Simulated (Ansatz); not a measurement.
`C[Si](O)(F)[AlH][OH]` and `C[Si](O)(F)Cl` differ in one atom or group.

Ansatz, PBE0-D4/def2-TZVP geometries, multiplicity 1. Each molecule was computed in one conformer, which needn't be the lowest.

```csv
property,`C[Si](O)(F)[AlH][OH]`
LUMO energy (ωB97M-V/def2-TZVPP) / eV,0.26
LUMO energy (PBE0/def2-TZVPP) / eV,-1.39
HOMO–LUMO gap (PBE0/def2-TZVPP) / eV,5.90
HOMO energy (B3LYP/def2-TZVPP) / eV,-7.12
HOMO energy (ωB97M-V/def2-TZVPP) / eV,-9.33
HOMO–LUMO gap (B3LYP/def2-TZVPP) / eV,5.53
```

(1) Give the same properties after the change, and the shifts. (Estimate.)

## Answers

(1) Ansatz gave: 
```json
{"property": "LUMO energy (ωB97M-V/def2-TZVPP) / eV", "`C[Si](O)(F)Cl`": "2.14", "shift": "1.88"}
{"property": "LUMO energy (PBE0/def2-TZVPP) / eV", "`C[Si](O)(F)Cl`": "0.67", "shift": "2.06"}
{"property": "HOMO–LUMO gap (PBE0/def2-TZVPP) / eV", "`C[Si](O)(F)Cl`": "9.95", "shift": "4.05"}
{"property": "HOMO energy (B3LYP/def2-TZVPP) / eV", "`C[Si](O)(F)Cl`": "-8.99", "shift": "-1.87"}
{"property": "HOMO energy (ωB97M-V/def2-TZVPP) / eV", "`C[Si](O)(F)Cl`": "-11.57", "shift": "-2.24"}
{"property": "HOMO–LUMO gap (B3LYP/def2-TZVPP) / eV", "`C[Si](O)(F)Cl`": "9.28", "shift": "3.75"}
```

With PBE0 the HOMO falls by 1.98 eV and the LUMO rises by 2.06 eV, so the gap widens by about 4.04 eV. PBE moves the HOMO by -1.64 eV and ωB97M-V by -2.24 eV.

B3LYP here is the variant with VWN-RPA as its local correlation; programs differ in this.
